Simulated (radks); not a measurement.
The numbers below are computed, except where a source is named.
Question: The mercury ion Hg77+, [He] 2s1. Level of theory: non-relativistic Kohn-Sham, LDA (Slater exchange, Perdew-Wang correlation), spin-polarised, spherical densities, point nucleus (a radial shooting solver on a logarithmic mesh with Libxc functionals). Every spin shell is full or empty, so the densities are truly spherical. Functionals are evaluated on that one density, not self-consistently. Rank these exchange functionals by their error against the exact value of the orbitals, and give that value: LDA, B88, PBE, revPBE, PW91, AM05, SOGGA, B86b, G96, SCAN, r2SCAN.

Answer: Exact: -57.3567 hartree. From best to worst, with 100 (|E| - |E exact|)/|E exact| (equal figures are ties): revPBE -0.12, G96 -0.17, SCAN -0.27, r2SCAN -0.32, B88 -0.41, B86b -0.51, PW91 -1.09, PBE -1.40, SOGGA -5.79, AM05 -10.31, LDA -13.16.
